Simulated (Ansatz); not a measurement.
Consider the atomization: `[OH][In][Br]`• → Br• + H• + In• + O•.

Calculated with Ansatz (gas phase, PBE0-D4/def2-TZVP geometries, no zero-point term in ΔE). CBS: MP2 limit from def2 TZ/QZ plus the TZ coupled-cluster correction, frozen cores. This one scheme is used for every species, atoms too. Functionals use def2-TZVPP. B3LYP here is the variant with VWN-RPA as its local correlation; programs differ in this. Open shells (•) are unrestricted, without spin–orbit coupling. Spin–orbit coupling would lower the free atoms: a little for O; clearly for Br; strongly for In. def2 core potentials past Kr. Bonds to Br, In are less sure, by a few kJ/mol each and by 10 to 20 or more in all where they break to atoms, as the def2 sets lack core-valence functions. Scalar relativity is left out up to krypton. One conformer a species, not always the lowest.

`[OH][In][Br]`•:

```xyz
4

O    -1.163   -0.040    0.409
In    0.555   -0.412   -0.552
Br    2.478    1.102   -0.029
H    -1.870   -0.649    0.173
```

(1) What is ΔE at CCSD(T)/CBS? (An estimate is asked.)

(2) What do these levels give: BLYP-D4, B3LYP-D4, BLYP, CAM-B3LYP, CCSD(T)/def2-SVP, HF/CBS(def2)? (An estimate is asked.)

Largest T1 diagnostic among the species: 0.018.

## Answers

(1) The calculation gave: +1043.0 kJ/mol.

(2) Ansatz gave: BLYP-D4 1027.3, B3LYP-D4 1010.4, BLYP 1011.0, CAM-B3LYP 1008.8, CCSD(T)/def2-SVP 923.3, HF/CBS(def2) 662.0 kJ/mol.

From PBE to PBE0 (25 % exact exchange), in def2-TZVPP and without D4, ΔE moves by −43.8 kJ/mol: exact exchange takes away binding that semilocal exchange gives to molecules. Leaving LDA and LC-ωPBE aside and taking each functional with its dispersion term where it has one, the values, not all of them listed here, spread over 106.4 kJ/mol, from BHLYP-D4 to PBE-D4. LDA lies +175.4 kJ/mol from PBE without D4, its usual overbinding.

For atomizations the MP2-based limit and the directly extrapolated one differ by several kJ/mol either way, and by 10 to 25 for some Ge, Se and Sn compounds, so smaller differences from it don't rank the levels.
